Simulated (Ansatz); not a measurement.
Abridged output of a molecular run in Ansatz:

```
Functional definition: HF
1642 factors; integrals over basis functions are off by at most 9.9e-4 eV
mean field evaluation 1: about -22819.2581 eV, gradient 5.0e1 eV
mean field evaluation 2: about -22819.3802 eV, gradient 5.1e1 eV
mean field evaluation 4: about -22824.2430 eV, gradient 4.0e0 eV
mean field evaluation 8: about -22824.3075 eV, gradient 3.6e-1 eV
mean field evaluation 16: about -22824.3084 eV, gradient 1.1e-6 eV
mean field -22824.30842636 eV, -838.7778637967 hartree, gradient 1.1e-6 eV, S^2 0.000000; 0 other end points of the search recorded, 0 dependent functions left out
12 core orbitals not correlated: weight in the atoms' cores, before any rotation towards them, 1.000 or more for the frozen orbitals, at most 0.000 for the correlated occupied ones
reference -22824.30842636 eV, -838.7778637967 hartree; 20, 20 occupied and 209, 209 virtual orbitals, 1642 factors
second order -30.81800280 eV of doubles, -0.00000000 eV of singles
cycle   1  -30.50094937 eV  change    3.2e-1 eV  update   1.3e-1
cycle   2  -31.18320852 eV  change   -6.8e-1 eV  update   4.0e-2
cycle   3  -31.35947158 eV  change   -1.8e-1 eV  update   2.4e-2
cycle   4  -31.35160200 eV  change    7.9e-3 eV  update   7.6e-3
cycle   5  -31.34302882 eV  change    8.6e-3 eV  update   3.8e-3
cycle   6  -31.34467328 eV  change   -1.6e-3 eV  update   1.4e-3
cycle   7  -31.34455159 eV  change    1.2e-4 eV  update   5.4e-4
cycle   8  -31.34427470 eV  change    2.8e-4 eV  update   1.9e-4
cycle   9  -31.34434259 eV  change   -6.8e-5 eV  update   8.2e-5
cycle  10  -31.34440852 eV  change   -6.6e-5 eV  update   3.0e-5
cycle  11  -31.34436286 eV  change    4.6e-5 eV  update   1.4e-5
perturbative correction -1.19106593 eV, -0.0437708655 hartree
Total energy: -22856.84385514 eV, -839.9735187512 hartree
```

Its atoms:

```xyz
9

O    -2.0484    0.3599   -0.0365
C    -1.1683   -0.7118    0.1312
In    0.8664    0.0355    0.1374
O     2.6604   -0.2442    0.8936
Cl    0.8340    1.9146   -1.3185
H    -1.7861    0.8782   -0.8053
H    -1.2456   -1.4645   -0.6614
H    -1.3908   -1.1878    1.0852
H     3.2784    0.4200    0.5743
```

Question: Which basis set was used?
A. def2-SVPD
B. cc-pV(D+d)Z
C. def2-SVP
D. def2-TZVPP

Answer: D. It gives 241 functions.

Question: Write the keys of the input that set method, charge and spin (a neutral closed shell needs none for the last two).

Answer: 
```yaml
correlation: {method: ccsd_t}
```
